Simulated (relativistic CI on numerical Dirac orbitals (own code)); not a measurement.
# V⁺ in a cubic cluster: 3p photoemission with charge transfer

Computed with a charge-transfer multiplet model of a cubic metal-ligand cluster with up to one ligand hole, Slater and spin-orbit integrals from Dirac-Coulomb-Breit ions, Slater integrals scaled by 0.9. The parameters are those of a tetrahedral site (10Dq negative, t2 hopping the larger). The ground state mixes d4 with configurations of k ligand holes L, whose averages lie at kΔ + k(k − 1)U_dd/2; a core hole lowers each added d electron by U_cd. 300 K, Lorentzian 0.9 eV and Gaussian 0.8 eV FWHM.

Atomic integrals in eV (Slater integrals scaled, ζ unscaled), ground: F2dd 6.798, F4dd 4.177, zeta_d 0.015; with the core hole: F2dd 8.178, F4dd 5.088, zeta_d 0.020, zeta_core 0.529, F2cd 9.189, G1cd 11.466, G3cd 6.903.

Cluster parameters (eV): U_dd = 5.5, U_cd = 6.3, 10Dq = -0.4, 10Dq(ligand) = 0, V(eg) = 0.75, V(t2g) = -1.27, final-state hopping factor = 0.8.

```csv
Case,n_d,d4,d5L,S
Δ = 7 eV,4.10,0.90,0.10,2.00
Δ = 8 eV,4.08,0.92,0.08,2.00
Δ = 10 eV,4.06,0.94,0.06,2.00
```

Weights, n_d and S are thermal averages at 300 K. Binding energies count from the first peak over 30 % of the highest in each spectrum, which can be another peak from case to case. The parameters are a model scan and need not match a compound or its usual spin state. Peaks in eV (height, largest 100):
- Δ = 7 eV: 0.0 (96), 3.3 (100), 11.0 (9), 14.9 (30), 18.0 (27), 20.3 (22)
- Δ = 8 eV: 0.0 (100), 3.4 (100), 11.9 (9), 14.9 (32), 18.5 (32), 20.4 (22)
- Δ = 10 eV: 0.0 (86), 2.0 (100), 4.3 (71), 13.5 (15), 15.0 (23), 19.1 (35), 21.3 (10)

Curve for Δ = 8 eV (points under 2 left out, the grid thinned):

(E (eV), Intensity): (-3.5, 3.8), (-2.8, 5.6), (-2.2, 8.7), (-1.5, 18.3), (-0.9, 45.6), (-0.2, 96.2), (0.4, 89.9), (1.1, 77.0), (1.7, 60.9), (2.4, 63.8), (3.0, 91.0), (3.7, 94.4), (4.4, 70.1), (5.0, 51.8), (5.7, 39.5), (6.3, 28.6), (7.0, 15.6), (7.6, 9.5), (8.3, 7.5), (8.9, 7.2), (9.6, 6.3), (10.2, 5.6), (10.9, 7.3), (11.6, 9.2), (12.2, 9.2), (12.9, 7.7), (13.5, 9.5), (14.2, 19.1), (14.8, 31.6), (15.5, 20.5), (16.1, 10.4), (16.8, 9.7), (17.4, 14.3), (18.1, 27.7), (18.8, 27.9), (19.4, 17.7), (20.1, 20.3), (20.7, 20.9), (21.4, 12.8), (22.0, 8.9), (22.7, 4.6), (23.3, 3.3), (24.0, 3.0), (24.6, 3.0), (25.3, 2.1)

For the case Δ = 8 eV, Δ = 8 eV is larger than U_dd = 5.5 eV, the Mott-Hubbard side of the Zaanen-Sawatzky-Allen scheme. With the core hole the configuration with one ligand hole lies at Δ − U_cd = 0.7, 1.7, 3.7 eV from the one without, in the order of the table; where this is negative the screened configuration lies lower, though the effective hopping of about 2.2 eV (from the holes of the mixed ground state) mixes the two strongly wherever it is as large as the gap.

With at most 1 ligand hole the space is cut while the next configuration still counts, so covalency is underestimated, and a final configuration with one more ligand hole, which can lie low, is missing from the spectra.
